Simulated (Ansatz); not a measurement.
Basis sets compared for Si₂₅PH₃₆. Total charge 0; doublet. Geometry PBE-D4/def2-SVP. Ansatz on 4 threads of AMD EPYC 7R13 on a shared host and a share (37 GiB) of an NVIDIA H100 80GB HBM3; times are rough, and most runs start from earlier orbitals.

```xyz
62

P    -0.102   -0.061   -0.051
Si   -3.696    2.646   -2.289
Si   -3.869    1.444    1.530
Si   -0.213    3.346   -3.844
Si    2.978    2.709   -1.572
Si    2.534    1.904    2.178
Si   -0.546    2.301   -0.150
Si   -2.064   -1.067   -0.636
Si    0.968   -0.484   -2.023
Si    0.952   -1.574    1.494
Si   -2.537   -2.003    2.991
Si   -0.761   -4.945    0.929
Si    4.272   -0.637   -0.151
Si    2.732   -4.264   -0.614
Si   -1.540    3.518   -1.905
Si   -1.846    2.618    1.783
Si   -4.976    2.421   -0.313
Si   -3.519   -0.859    1.183
Si    1.629    3.053    0.325
Si    2.045    3.871   -3.399
Si    3.140    0.390   -1.942
Si   -0.348   -1.257    3.426
Si    2.958   -0.385    1.784
Si    1.323   -3.886    1.235
Si   -2.371   -4.316    2.542
Si    4.677   -2.932   -0.511
H    -4.454    3.568   -3.215
H    -3.573    1.314   -2.981
H    -4.751    1.614    2.747
H    -0.721    4.306   -4.893
H    -0.321    1.955   -4.409
H     4.373    3.237   -1.325
H     3.854    2.557    2.514
H     1.628    2.061    3.374
H    -2.555   -0.370   -1.876
H    -1.734   -2.495   -0.975
H     0.128    0.145   -3.101
H     0.948   -1.978   -2.201
H    -3.422   -1.826    4.205
H    -1.268   -4.642   -0.456
H    -0.583   -6.442    1.028
H     5.600    0.067    0.021
H     1.979   -3.986   -1.889
H     3.155   -5.714   -0.641
H    -1.676    4.986   -1.555
H    -2.166    4.086    1.925
H    -1.105    2.176    3.018
H    -5.375    3.817    0.108
H    -6.242    1.658   -0.623
H    -4.832   -1.518    0.825
H     1.598    4.531    0.641
H     2.106    5.344   -3.071
H     2.878    3.641   -4.637
H     3.820    0.094   -3.259
H    -0.336    0.184    3.863
H     0.223   -2.094    4.545
H     3.715   -0.946    2.966
H     1.984   -4.483    2.462
H    -3.720   -4.864    2.140
H    -1.974   -4.983    3.838
H     5.495   -3.121   -1.766
H     5.500   -3.429    0.654
```

Single mean-field runs in def2-SVP, def2-mTZVP are fitted with def2-universal-jkfit.

Binding counts from free atoms (P quartet, Si triplet, H doublet) in the same basis, without a counterpoise term.

```json
{"level": "HF/STO-3G", "functions": "270", "energy (Eh)": "-7498.5027", "HOMO (eV)": "-1.84", "LUMO (eV)": "6.27", "binding per atom (eV)": "3.59", "wall time": "3 s"}
{"level": "HF/def2-SVP", "functions": "648", "energy (Eh)": "-7582.7426", "HOMO (eV)": "-5.96", "LUMO (eV)": "0.69", "binding per atom (eV)": "2.34", "wall time": "11 s"}
{"level": "r2SCAN-D4/def2-SVP", "functions": "648", "energy (Eh)": "-7597.6197", "HOMO (eV)": "-4.03", "LUMO (eV)": "-3.17", "binding per atom (eV)": "3.25", "wall time": "10 s"}
```

Problem. Estimate the rows for r2SCAN-D4/def2-mTZVP.

Solution. 
| level | functions | energy (Eh) | HOMO (eV) | LUMO (eV) | binding per atom (eV) | wall time |
| --- | --- | --- | --- | --- | --- | --- |
| r2SCAN-D4/def2-mTZVP | 680 | -7599.9941 | -4.04 | -3.18 | 3.19 | 9 s |
